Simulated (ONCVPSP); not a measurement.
## Before and after: ONCV potential for Pd (Z = 46)

Pd (Z = 46), optimised norm-conserving Vanderbilt (ONCV), made with ONCVPSP 4.0.1 (PBE, scalar-relativistic). Core [Ar] 3d10, reference 4s2 4p6 4d10. Waves: 4s: rc 1.05 bohr, ncon 4, nbas 7, qcut 7.9 1/bohr, 2 projectors, debl 3.4 Ha; 4p: rc 1.35 bohr, ncon 4, nbas 8, qcut 9.7 1/bohr, 2 projectors, debl 0.6 Ha; 4d: rc 1.30 bohr, ncon 3, nbas 8, qcut 7.4 1/bohr, 2 projectors, debl 2.6 Ha; f scattering state at 0.1 Ha: rc 1.20 bohr, ncon 3, nbas 7, qcut 9.2 1/bohr, 2 projectors, debl 1.3 Ha. Local part: polynomial inside 0.75 bohr (lpopt 3, dvloc0 0 Ha). Core correction: Teter function fitted to the true core (icmod 2), fcfact 0.45.

In the p channel the program set the typed energies aside and used -1.882, 0.250 Ha.

Change: all radii but the core radius scaled by about 0.82 (s 0.86, p 1.10, d 1.06, f 0.98 bohr); local potential polynomial inside 0.62 bohr (lpopt 3, dvloc0 0 Ha).

Cutoffs: the cutoffs (Ha) at which the residual kinetic energy of the hardest occupied pseudo-wave falls to 1 and 0.1 mHa per electron; they do not see the model core or the augmentation charge, which bear on the density cutoff. Errors are all-electron minus pseudo energies relative to the spin-unpolarised reference configuration.

Q: How do hardness, ghosts and transferability respond?

A: The potential gets neither clearly harder nor softer (76 Ha and 108 Ha → 56 Ha and 202 Ha); a bound ghost appears in s, which as a rule spoils a file; of the 3 tests that both files solve, the error grows in 0 and shrinks in 1 by more than 15 % and 0.3 meV (median size 10.7 → 11.4 meV).

```csv
quantity,base,changed
"cutoff, loose",76 Ha,56 Ha
"cutoff, tight",108 Ha,202 Ha
loose cutoff by channel,"s 76 Ha, p 33 Ha, d 27 Ha","s 56 Ha, p 41 Ha, d 32 Ha"
bound ghosts,none,s
GHOST(+) flags under 300 eV,s at 174.0 eV,none
tests with a reliable result,3 of 4,3 of 4
"error for 4s2 4p6 4d9, meV [ΔE 9.12 eV]",-3.6,-3.8
"error for 4s2 4p6 4d8, meV [ΔE 29.93 eV]",-11,-11
"error for 4s2 4p5 4d10, meV [ΔE 57.17 eV]",-64,-41
"rms error of d²Exc/dni dnj with the model core, mHa",0.59,0.68
```

 A true bound ghost makes a file unfit for plane-wave use even where its test errors are small: the radial tests pick states by their node count and pass the ghost by.
